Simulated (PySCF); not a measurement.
Computed structure and properties of Pb(CCH)4

System: Pb(CCH)4 (singlet); start: template (Td). Method: PySCF 2.14.0, RKS PBE0, Pb def2-SVP with ECP60, C def2-SVP, H def2-SVP; non-relativistic Hamiltonian with scalar-relativistic core potentials where named; density fitting; no spin-orbit coupling.

Input of the relaxation:

```python
mol = gto.M(atom='''
Pb    -0.00000    -0.00000     0.00000
C      1.23500     1.23500     1.23500
C      1.93930     1.93930     1.93930
H      2.55710     2.55710     2.55710
C     -1.23500    -1.23500     1.23500
C     -1.93930    -1.93930     1.93930
H     -2.55710    -2.55710     2.55710
C      1.23500    -1.23500    -1.23500
C      1.93930    -1.93930    -1.93930
H      2.55710    -2.55710    -2.55710
C     -1.23500     1.23500    -1.23500
C     -1.93930     1.93930    -1.93930
H     -2.55710     2.55710    -2.55710''',
    basis={'Pb': 'def2-SVP', 'C': 'def2-SVP', 'H': 'def2-SVP'},
    ecp={'Pb': 'def2-SVP'},
    charge=0, spin=0)
mf = dft.RKS(mol, xc='PBE0')
mf.grids.atom_grid = (50, 194)
mf = mf.density_fit()  # fitting sets: Pb def2-universal-JKFIT, C def2-universal-JKFIT, H def2-universal-JKFIT
mf.conv_tol = 1e-08; mf.max_cycle = 55
mf.kernel(dm0)  # dm0: converged density of the start geometry
# quasi-Newton relaxation in Cartesian coordinates to a largest gradient under 0.00045 Eh/bohr, steps kept in the point group
```

Run from Python with OMP_NUM_THREADS=4; the lines above give its settings. Where DIIS fails, smearing, a level shift and second-order steps follow.
It took 12 s on 4 threads of AMD EPYC 9R45 96-Core Processor (Zen 5) (shared host), from the converged density of the start.

Course of the relaxation:

| step | energy above end (eV) | largest force component within the symmetry (eV/Å) |
| --- | --- | --- |
| 0 | 0.0085 | 0.433 |
| 1 | 0.0060 | 0.351 |
| 2 | 0.0001 | 0.016 |
| 3 | 0.0000 | 0.002 |

Relaxed geometry (Td):

```xyz
13

Pb    0.0000    0.0000    0.0000
C     1.2373    1.2373    1.2373
C     1.9388    1.9388    1.9388
H     2.5601    2.5601    2.5601
C    -1.2373   -1.2373    1.2373
C    -1.9388   -1.9388    1.9388
H    -2.5601   -2.5601    2.5601
C     1.2373   -1.2373   -1.2373
C     1.9388   -1.9388   -1.9388
H     2.5601   -2.5601   -2.5601
C    -1.2373    1.2373   -1.2373
C    -1.9388    1.9388   -1.9388
H    -2.5601    2.5601   -2.5601
```

| contact | Å |
| --- | --- |
| Pb1–C2 (CCH) | 2.143 |
| Pb1–C5 (CCH) | 2.143 |
| Pb1–C8 (CCH) | 2.143 |
| Pb1–C11 (CCH) | 2.143 |

On the finer grid (75, 302):

```yaml
HOMO: -8.28 eV
LUMO: -0.83 eV
Dipole_about_the_centre_of_mass: 0.00 D
Set_of_Mulliken_populations_of_Pb1_outside_the_core_potential: s 3.06, p 7.90, d 10.20
D3_BJ_dispersion_energy_not_in_the_energies: -0.328 eV
```

```
atom  Mulliken (e)  Löwdin (e)  spin (e)
 Pb1          0.84        0.70      0.00
  C2         -0.02       -0.19      0.00
  C3         -0.24       -0.03      0.00
  H4          0.05        0.05      0.00
  C5         -0.02       -0.19      0.00
  C6         -0.24       -0.03      0.00
  H7          0.05        0.05      0.00
  C8         -0.02       -0.19      0.00
  C9         -0.24       -0.03      0.00
 H10          0.05        0.05      0.00
 C11         -0.02       -0.19      0.00
 C12         -0.24       -0.03      0.00
 H13          0.05        0.05      0.00
```

On the grid (50, 194), as all that follows. Harmonic modes: a minimum; lowest 70 cm⁻¹ (negative: unstable), highest 3475 cm⁻¹, zero-point energy 2.019 eV.

Taking off one CCH (charge -1, singlet; the rest: singlet) in vacuum, both parts rigid, costs 9.73 eV; the small basis without counterpoise inflates it. Most of it is the attraction of opposite charges; other ways to part are cheaper, and one spin state was tried for the rest.

Rigid scan of CCH along the line from its metal:

```csv
distance to C2 (Å),energy (eV)
1.84,1.088
1.94,0.418
2.04,0.092
2.14,0.000
2.24,0.065
2.34,0.235
2.54,0.745
2.84,1.646
3.24,2.740
3.74,3.750
```

One start shape was tried, so this needn't be the lowest isomer.
